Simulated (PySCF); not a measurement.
# The first ionisation energy along the 4d series

Calculated with PySCF 2.14 from differences of total energies of unrestricted determinants, without spin-orbit coupling. Values in eV. The last column holds reference values (NIST; (s) semi-empirical, (t) theoretical, else measured). Unmarked ones compare directly (S terms, centres of terms, or small fine structure); those marked * lie between the lowest fine-structure levels and include a spin-orbit shift.

```tsv
element	configurations	UHF	PBE	PBE0	MP2 (valence and next inner shell)	CCSD (valence)	CCSD(T) (valence)	reference
Zr (def2-QZVPPD with the def2 core potential (28 electrons), ECP)	[Kr] 4d2 5s2 → [Kr] 4d2 5s1	5.188	6.434	6.292	6.393	6.335	6.416	6.639
Nb (def2-QZVPPD with the def2 core potential (28 electrons), ECP)	[Kr] 4d4 5s1 → [Kr] 4d4	6.012	7.223	n/a	6.811	6.540	6.571	6.776
Mo (def2-QZVPPD with the def2 core potential (28 electrons), ECP)	[Kr] 4d5 5s1 → [Kr] 4d5	6.280	7.554	7.279	7.151	6.870	6.907	7.092
Tc (def2-QZVPPD with the def2 core potential (28 electrons), ECP)	[Kr] 4d5 5s2 → [Kr] 4d5 5s1	5.538	6.895	6.724	6.911	6.839	6.950	7.119
Ru (def2-QZVPPD with the def2 core potential (28 electrons), ECP)	[Kr] 4d7 5s1 → [Kr] 4d7	6.322	7.850	7.544	7.433	7.137	7.216	7.365
Rh (def2-QZVPPD with the def2 core potential (28 electrons), ECP)	[Kr] 4d8 5s1 → [Kr] 4d8	6.308	7.905	7.585	7.473	7.185	7.277	7.479
Pd (def2-QZVPPD with the def2 core potential (28 electrons), ECP)	[Kr] 4d10 → [Kr] 4d9	6.250	8.775	8.387	8.820	8.075	8.303	8.512
Ag (def2-QZVPPD with the def2 core potential (28 electrons), ECP)	[Kr] 4d10 5s1 → [Kr] 4d10	6.359	8.026	7.693	7.596	7.315	7.420	7.576
Cd (def2-QZVPPD with the def2 core potential (28 electrons), ECP)	[Kr] 4d10 5s2 → [Kr] 4d10 5s1	7.337	9.115	8.818	8.979	8.720	8.853	8.994
```

```csv
method,elements,mean error (eV),mean absolute error (eV),largest error (eV)
UHF,9,-1.329,1.329,-2.262
PBE,9,0.247,0.343,0.486
PBE0,8,-0.057,0.204,-0.395
MP2 (valence and next inner shell),9,0.002,0.107,0.308
CCSD (valence),9,-0.282,0.282,-0.437
CCSD(T) (valence),9,-0.182,0.182,-0.222
```

Errors include the incompleteness of the basis and the frozen core.

"Valence" correlates the outer s and p shells and, in groups 3 to 12 and the f block, the outer d or f shell, open or full, or the next shell where the ion has no valence electron left; the wider scheme adds the next inner shell.
